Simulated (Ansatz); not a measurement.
Molecule: ZrF2, charge 0, multiplicity 1. SMILES: [F][Zr][F]
Coordinates optimised at B3LYP-D3(BJ)/def2-TZVP (Ansatz, a first-principles code):
```
Zr
F 1 1.8767
F 1 1.8767 2 113.20
```
Charge 0, spin multiplicity 1.

Quantity: vertical ionisation energy (to the doublet state of charge +1; each state is the SCF solution reached for its spin; for the singlet the Hartree-Fock reference is unstable and T1 is 0.019), in eV. Correlated levels leave the core frozen unless marked. UHF or UKS for open shells. No spin-orbit coupling. Frozen are the shells of the preceding noble gas and the d and f shells that filled before the atom's block. Past Kr the def2 sets carry scalar-relativistic core potentials. Basis-set limits of correlation are two-point, X^-3; Hartree-Fock from the larger set. The bracket is a focal-point correction in the basis named.

| level | program | vertical ionisation energy (eV) |
|---|---|---|
| SVWN5/def2-TZVPD | Ansatz | 7.16 |
| PBE/def2-TZVPD | Ansatz | ___ |
| r2SCAN/def2-TZVPD | Ansatz | ___ |
| B3LYP/def2-TZVPD | Ansatz | ___ |
| BHLYP/def2-TZVPD | Ansatz | 6.79 |
| CAM-B3LYP/def2-TZVPD | Ansatz | 6.97 |
| wB97X-V/def2-TZVPD | Ansatz | ___ |
| B2PLYP/def2-TZVPD | Ansatz | 6.77 |
| SCS-MP2/def2-SVPD | Ansatz | 6.54 |
| SCS-MP2/def2-TZVPPD | Ansatz | 6.61 |
| CCSD/def2-TZVPPD | Ansatz | 6.89 |
| RI-MP2/CBS(def2-TZVPPD,def2-QZVPPD)+[CCSD(T)-MP2]/def2-TZVPPD | Ansatz | 7.01 |

Question: Complete the blanks.

Answer: 
- PBE/def2-TZVPD, vertical ionisation energy (eV): 6.82
- r2SCAN/def2-TZVPD, vertical ionisation energy (eV): 6.58
- B3LYP/def2-TZVPD, vertical ionisation energy (eV): 7.00
- wB97X-V/def2-TZVPD, vertical ionisation energy (eV): 6.78
